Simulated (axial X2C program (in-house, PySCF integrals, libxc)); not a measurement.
# SrI⁻ along the bond: HF, 2c

All values were computed with an in-house all-electron X2C program for linear molecules (integrals from PySCF). Two-component (2c) means X2C with spin–orbit coupling and atomic mean-field two-electron Coulomb and Gaunt terms. Basis: I dyall-acv3z [12s13p9d5f1g], Sr dyall-acv3z [14s13p9d6f1g] (cores contracted in-house); Gaussian nuclei, density fitting, unrestricted open shells. Masses: I 126.904 u, Sr 87.906 u.

State: Ω = 0 (closed shell). Dipoles are positive if Sr is the positive end and refer to the centre of mass.

Results along the bond:

```
R (Å)   μ (D)  HOMO (eV)  LUMO (eV)
2.747  -7.664      -0.73       1.81
2.873  -7.245      -0.80       1.81
2.968  -6.879      -0.85       1.81
3.062  -6.477      -0.91       1.81
3.157  -6.044      -0.97       1.81
3.268  -5.509      -1.04       1.80
3.378  -4.946      -1.11       1.80
3.520  -4.193      -1.21       1.80
3.694  -3.245      -1.33       1.79
3.946  -1.845      -1.50       1.78
```

The state is a single determinant with fixed occupations, the lowest that a limited PBE0 search found. The LUMO of an anion is an unbound level whose energy the basis sets.
